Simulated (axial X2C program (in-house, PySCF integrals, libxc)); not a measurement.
Photoelectron levels of CsS⁻ by EOM-IP-CCSD

Computed with an axial X2C code built on PySCF integrals: two-component X2C with atomic mean-field Coulomb and Gaunt terms, Gaussian nuclei, basis Cs dyall-acv3z, S dyall-av3z with contracted cores.

R = 2.612 Å (0.920 times 2.839 Å, the PBE0 minimum at charge -1 for the lowest determinant).

Vertical detachment energies of CsS⁻ to the states of CsS:

```csv
Ω of CsS,vertical detachment energy (eV),above lowest (cm⁻¹),ionised spinor,one-hole weight
1/2,0.673,0,"73% S pσ, 11% Cs dσ, 7% Cs pσ",0.91
3/2,1.124,3637,"85% S pπ, 11% Cs dπ",0.91
1/2,1.177,4065,"85% S pπ, 11% Cs dπ",0.91
1/2,9.642,72342,"51% S sσ, 30% Cs pσ, 7% Cs dσ",0.78
```

Problem. What is the splitting of the first π pair in the table, and is it regular or inverted?

Solution. E(3/2) − E(1/2) = 3637 − 4065 = -428 cm⁻¹ at EOM-IP-CCSD: inverted, Ω = 3/2 lower. Splittings at this level can be off by ten to twenty per cent.

This point took 18 s on 1 thread of Arm Neoverse V1 (shared host).

Reference electrons by ω block (each with its −ω partner): 1/2: 24, 3/2: 10, 5/2: 2. 16 electrons of CsS⁻ correlated (inner shells frozen), 88 natural virtual spinors (a truncated set); levels can be off by some tenths of an eV. Roots sought by Ω: (1/2: 4, 3/2: 3, 5/2: 1); the list ends where they run out and leaves out roots under 60 % one-particle weight. The solver can skip a root, and states that need a further excitation, which the method places far too high, are missing though they may lie low or lowest. T1 of the reference 0.022 (Lee–Taylor). Number of frozen shells: Cs 4 s, 3 p, 2 d; S 2 s, 1 p.
